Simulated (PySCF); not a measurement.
Radial density of Ga (gallium, neutral)

B3LYP, [Ar] 3d10 4s1 4p2, high-spin 4P determinant (an excited configuration). Computed with PySCF 2.14 in aug-cc-pVQZ-PP with one added diffuse shell each of s, p, d, f, g type with ECP10MDF (8s7p6d4f3g, 114 functions), with scalar relativity through the core potential. This is the valence pseudo-density: the core potential removes the inner electrons and smooths the orbitals near the nucleus.

| r (bohr) | 4πr²ρ (e/bohr) | 4πr²(ρα − ρβ) |
| --- | --- | --- |
| 0.00178 | 1.441e-05 | 0.0000 |
| 0.00299 | 3.955e-05 | 0.0000 |
| 0.00503 | 0.0001039 | 0.0000 |
| 0.00846 | 0.0002550 | 0.0000 |
| 0.0142 | 0.0005892 | 0.0000 |
| 0.0239 | 0.001319 | 0.0001 |
| 0.0403 | 0.004531 | 0.0001 |
| 0.0677 | 0.03833 | 0.0000 |
| 0.114 | 0.3874 | -0.0016 |
| 0.192 | 2.756 | -0.0076 |
| 0.322 | 12.88 | 0.0380 |
| 0.542 | 26.66 | 0.1087 |
| 0.912 | 13.45 | 0.0100 |
| 1.53 | 2.798 | 0.8598 |
| 2.58 | 1.203 | 1.0975 |
| 4.34 | 0.3234 | 0.3223 |
| 7.30 | 0.01890 | 0.0189 |
| 12.3 | 8.821e-05 | 0.0001 |

Energies and moments cover only the electrons outside the core potential.

Where is the radial spin density 4πr²(ρα − ρβ) most negative, and why is it negative at all?

Around r = 0.192 bohr, down to -0.0076 e/bohr: exchange with the open shell polarises the paired shells in an unrestricted calculation.
